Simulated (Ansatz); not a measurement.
Input file for Ansatz (an electronic-structure program): U-wB97X-V/def2-TZVPP on BFHI (SMILES FBI), a point of a bond scan (R = 3.794 Å). Elements past Kr take the def2 small-core potentials; no spin–orbit coupling.

Ansatz 0.2 input:
```yaml
crystal:
  periodic: [false, false, false]
  atoms:
    - {symbol: B, position_ang: [-0.24474767, -1.33345574, 0.80641967]}
    - {symbol: F, position_ang: [0.79230233, -1.74375557, 1.49667712]}
    - {symbol: H, position_ang: [-3.49387791, -3.29304752, 0.84303829]}
    - {symbol: I, position_ang: [-0.08767701, 0.45862089, -0.34566142]}
basis:
  gaussian:
    orbitals: def2-TZVPP
hamiltonian:
  xc: {name: wB97X-V}
magnetization: {spin_polarized: true, initial_magnetization: 0}
```

The log:

```
WARN ansatz: RAYON_NUM_THREADS=1 ignored (pool sized by the plan → 1); use --threads N
Functional definition: wB97X-V
integrals: 0.05 GiB planned
773 factors; their error is unknown
integrals: 0.08 GiB planned
167 factors; integrals over basis functions are off by at most 5.7e-5 eV
mean field: 0.69 GiB planned
mean field evaluation 1: about -11500.7910 eV, gradient 2.3e1 eV
mean field evaluation 2: about -11494.0920 eV, gradient 3.8e1 eV
mean field evaluation 4: about -11505.3210 eV, gradient 2.2e0 eV
mean field evaluation 8: about -11505.5383 eV, gradient 3.6e-1 eV
mean field evaluation 16: about -11505.5386 eV, gradient 7.6e-5 eV
mean field evaluation 32: about -11507.5790 eV, gradient 2.8e-1 eV
mean field -11507.77339100 eV, -422.9028718704 hartree, gradient 9.6e-6 eV, S^2 0.995048; 3 other end points of the search recorded, 0 dependent functions left out
reference -11507.77339095 eV, -422.9028718685 hartree; 20, 20 occupied and 106, 106 virtual orbitals, 773 factors
Total energy: -11507.77339095 eV, -422.9028718685 hartree
```

The run converged. Its determinant has ⟨S²⟩ = 1.00, a mixture of spin states.

Cost: very roughly 17 core-seconds.
